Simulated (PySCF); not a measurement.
A GIAO shielding run with PySCF (density fitting, non-relativistic, gas phase) on SMILES C1[Si@@](C#C)([SiH3])C(=C)CC1, C₇H₁₂Si₂:

```
$ OMP_NUM_THREADS=1 python probes_run.py task.json out

{"job": {"kind": "nmr", "xc": "PBE0", "basis": "pcSseg-1"}, "charge": 0, "multiplicity": 1}
C      1.182712     2.992952     1.185918
C      1.001068     1.871141     0.790648
Si     0.747192     0.145092     0.144634
Si     2.568786    -0.649901    -1.039185
C      0.077720    -0.934583     1.580340
C     -1.439070    -0.767720     1.502444
C     -1.857428    -0.795871     0.032765
C     -0.936415     0.111162    -0.734782
C     -1.287113     0.763749    -1.830929
H      1.333869     3.973396     1.538370
H      3.186150    -1.819694    -0.405901
H      2.211942    -1.043987    -2.405022
H      3.605410     0.377595    -1.141559
H      0.340518    -1.982998     1.425965
H      0.448282    -0.655449     2.564938
H     -1.958623    -1.543674     2.069732
H     -1.714079     0.200414     1.927501
H     -1.744127    -1.814692    -0.353279
H     -2.902968    -0.507115    -0.090428
H     -2.279748     0.696415    -2.253205
H     -0.592999     1.400713    -2.354733
```

Hardware: 1 thread of an Arm Neoverse V2, shared host. The job also computes population analyses, field gradients, ring-centre shieldings.

Q: How large is the calculation?

A: 82 electrons, 227 basis functions and 1219 auxiliary functions.

Q: How long does it take, and how much memory does it need?

A: 47 s of wall time, with 14 SCF cycles and 5 response iterations; peak memory 1.1 GiB. Times on a shared host scatter by some tens of per cent.
